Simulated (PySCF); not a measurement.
C5H16Si2, SMILES CC[SiH2][SiH2]C(C)C (GFN2-xTB optimised geometry):

```
23

C      2.856    -0.880     1.189
C      2.270    -1.631     0.000
Si     0.364    -1.631     0.000
Si    -0.427     0.546     0.000
C     -2.317     0.596    -0.297
C     -2.680    -0.003    -1.653
C     -2.864     2.015    -0.189
H      2.536     0.161     1.181
H      2.527    -1.329     2.124
H      3.944    -0.901     1.168
H      2.638    -1.178    -0.923
H      2.643    -2.656     0.008
H     -0.071    -2.404     1.175
H     -0.051    -2.433    -1.164
H     -0.187     1.252     1.272
H      0.192     1.400    -1.031
H     -2.806    -0.010     0.475
H     -2.340    -1.034    -1.729
H     -2.220     0.570    -2.457
H     -3.759     0.011    -1.806
H     -3.944     2.028    -0.336
H     -2.649     2.440     0.789
H     -2.414     2.656    -0.944
```

Method: CAM-B3LYP/def2-SVP run with PySCF.

Problem. What are the frontier orbital energies and the dipole moment?

Solution. HOMO-2 -9.88 eV, HOMO-1 -9.73 eV, HOMO -8.93 eV, LUMO 1.27 eV, LUMO+1 1.81 eV; dipole moment 0.06 D.

Meta-Löwdin charges at CAM-B3LYP/def2-SVP: C1 -0.28, C2 -0.38, Si3 0.39, Si4 0.38, C5 -0.25, C6 -0.28, C7 -0.28, H8 0.09, H9 0.09, H10 0.10, H11 0.10, H12 0.10, H13 -0.10, H14 -0.10, H15 -0.10, H16 -0.10, H17 0.09, H18 0.09, H19 0.09, H20 0.09, H21 0.09, H22 0.09, H23 0.09.
